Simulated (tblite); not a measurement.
CH₄BF₃O₂Si.
Numbering: `[F:1][C:2]([F:3])([F:4])[O:5][BH:6][O:7][SiH3:8]` (hydrogens: H9 on B6; H10, H11, H12 on Si8)

Computed with GFN2-xTB (tblite), gas phase: L-BFGS steps from a force-field or distance-geometry start until the largest atomic force falls under 0.01 eV/Å.

Step 4: E = -806.8249 eV
```
atom  x, y, z in Å  |  force x, y, z in eV/Å
F1      1.6172    1.4371    0.4383   -0.027   0.224  -0.009
C2      2.0030    0.2464   -0.0317    0.124  -0.015  -0.014
F3      1.6628    0.2117   -1.3219    0.002   0.115  -0.294
F4      3.3348    0.2842    0.0038    0.019  -0.301   0.038
O5      1.5044   -0.7706    0.6442    0.277   0.347   0.193
B6      0.1485   -0.7289    0.8891   -0.407   0.419  -0.033
O7     -0.6274    0.1613    0.2933    0.325  -0.364   0.059
Si8    -2.0507    0.1807   -0.4816   -0.507  -0.094  -0.282
H9     -0.2683   -1.4700    1.6664    0.037  -0.479   0.237
H10    -2.4174   -1.2102   -0.7158   -0.095  -0.172  -0.017
H11    -1.8480    0.8379   -1.7576    0.201   0.179  -0.083
H12    -3.0576    0.8197    0.3476    0.050   0.140   0.204
```

Step 5: E = -806.8587 eV
```
atom  x, y, z in Å  |  force x, y, z in eV/Å
F1      1.6183    1.4437    0.4360    0.048   0.073  -0.101
C2      2.0017    0.2470   -0.0360    0.225   0.022   0.090
F3      1.6651    0.2194   -1.3309    0.023   0.060  -0.064
F4      3.3381    0.2732    0.0053   -0.130  -0.215  -0.021
O5      1.5089   -0.7650    0.6525    0.016   0.515   0.098
B6      0.1457   -0.7095    0.9126   -0.279   0.087  -0.248
O7     -0.6348    0.1450    0.2796    0.253  -0.259   0.112
Si8    -2.0672    0.1771   -0.4912   -0.218   0.000  -0.142
H9     -0.2641   -1.4871    1.6637    0.063  -0.307   0.244
H10    -2.4177   -1.2117   -0.7146   -0.168  -0.290  -0.061
H11    -1.8394    0.8432   -1.7577    0.159   0.173  -0.096
H12    -3.0532    0.8240    0.3548    0.009   0.141   0.188
```

Step 6: E = -806.8798 eV
```
atom  x, y, z in Å  |  force x, y, z in eV/Å
F1      1.6200    1.4496    0.4323    0.118   0.042  -0.157
C2      2.0041    0.2490   -0.0379    0.132   0.071   0.101
F3      1.6671    0.2255   -1.3377    0.050   0.019   0.106
F4      3.3389    0.2621    0.0058   -0.095  -0.131  -0.058
O5      1.5113   -0.7531    0.6609   -0.172   0.460   0.084
B6      0.1402   -0.6983    0.9252   -0.105  -0.245  -0.236
O7     -0.6383    0.1318    0.2706   -0.002  -0.120   0.025
Si8    -2.0805    0.1748   -0.4994    0.016   0.014  -0.025
H9     -0.2595   -1.5032    1.6658    0.115  -0.104   0.153
H10    -2.4212   -1.2182   -0.7150   -0.191  -0.258  -0.076
H11    -1.8308    0.8499   -1.7595    0.116   0.138  -0.057
H12    -3.0502    0.8295    0.3631    0.018   0.113   0.139
```

Step 7: E = -806.8977 eV
```
atom  x, y, z in Å  |  force x, y, z in eV/Å
F1      1.6237    1.4563    0.4265    0.180   0.094  -0.178
C2      2.0078    0.2528   -0.0383   -0.014   0.118   0.075
F3      1.6697    0.2308   -1.3417    0.063  -0.018   0.200
F4      3.3393    0.2503    0.0052   -0.005  -0.054  -0.070
O5      1.5105   -0.7356    0.6705   -0.271   0.266   0.107
B6      0.1332   -0.6958    0.9306    0.051  -0.426  -0.168
O7     -0.6419    0.1199    0.2636   -0.231  -0.036  -0.059
Si8    -2.0912    0.1727   -0.5065    0.136  -0.019   0.044
H9     -0.2533   -1.5182    1.6707    0.146   0.057   0.048
H10    -2.4280   -1.2283   -0.7168   -0.183  -0.120  -0.074
H11    -1.8214    0.8582   -1.7622    0.067   0.079   0.018
H12    -3.0472    0.8362    0.3725    0.061   0.058   0.057
```

Problem. Estimate the geometry and energy of step 8. (The exact step hangs on the optimiser's Hessian estimate; all steps are aligned on step 7, rigid shifts and turns removed.)

Solution. E = -806.9155 eV, largest force 0.453 eV/Å
```
atom  x, y, z in Å  |  force x, y, z in eV/Å
F1      1.6307    1.4661    0.4177    0.227   0.188  -0.166
C2      2.0111    0.2594   -0.0375   -0.134   0.120   0.052
F3      1.6733    0.2354   -1.3425    0.048  -0.056   0.216
F4      3.3403    0.2371    0.0034    0.057   0.011  -0.051
O5      1.5054   -0.7132    0.6830   -0.248   0.039   0.113
B6      0.1253   -0.7018    0.9300    0.135  -0.423  -0.089
O7     -0.6480    0.1073    0.2571   -0.354  -0.034  -0.091
Si8    -2.1002    0.1698   -0.5133    0.155  -0.057   0.071
H9     -0.2444   -1.5323    1.6778    0.146   0.158  -0.052
H10    -2.4387   -1.2408   -0.7202   -0.160   0.063  -0.067
H11    -1.8108    0.8682   -1.7646    0.010   0.003   0.110
H12    -3.0430    0.8441    0.3831    0.119  -0.012  -0.045
```

The energy changes by -0.0178 eV. The first-order estimate −F·Δx gives -0.0244 eV and the mean of the old and new forces, exact on a quadratic surface, -0.0178 eV. The step makes an angle of 55° with the force vector and moves no atom by more than 0.026 Å.

What follows is the cost of the whole relaxation. Time: 0.57 s of wall time. Hardware: one thread of an Arm Neoverse V1, no GPU, shared host with 32 logical CPUs at a one-minute load of 17.
